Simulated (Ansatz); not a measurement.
C4H9F3OSn, SMILES `CC(C)(C)[O][Sn]([F])([F])[F]` from Hartree–Fock to CCSD(T)

```xyz
18

C     0.401    1.187    1.596
C     0.267    0.292    0.375
C     0.803    0.985   -0.866
C     0.956   -1.042    0.602
O    -1.157    0.090    0.244
Sn   -1.947   -0.974   -1.139
F    -1.613   -0.370   -2.902
F    -3.815   -0.935   -0.895
F    -1.434   -2.796   -1.139
H     1.453    1.407    1.790
H    -0.129    2.127    1.437
H    -0.021    0.695    2.474
H     0.269    1.920   -1.043
H     1.866    1.209   -0.752
H     0.695    0.355   -1.755
H     2.025   -0.898    0.774
H     0.531   -1.550    1.469
H     0.851   -1.701   -0.267
```

Charge 0, multiplicity 1. Correlated methods include outer-core shells of Sn, which these sets cover unevenly. Sn takes the def2 core potential. Geometry: relaxed with PBE0-D4/def2-TZVP. It is one conformer, not always the lowest. Frozen core, restricted reference, Ansatz.

```csv
basis,HF (Eh),MP2 corr.,CCSD corr.,(T),CCSD(T) total
def2-SVP,-742.90663,?,-1.49219,?,?
def2-TZVPP,?,-2.00806,-2.03593,?,?
def2-QZVPP,-743.61165,-2.35973,–,–,–
```

Problem. Fill in the withheld values. (An estimate is asked.)

Solution. Ansatz gave: def2-SVP MP2 corr.: -1.43606; def2-SVP (T): -0.03676; def2-SVP CCSD(T) total: -744.43558; def2-TZVPP HF (Eh): -743.58115; def2-TZVPP (T): -0.07206; def2-TZVPP CCSD(T) total: -745.68914.
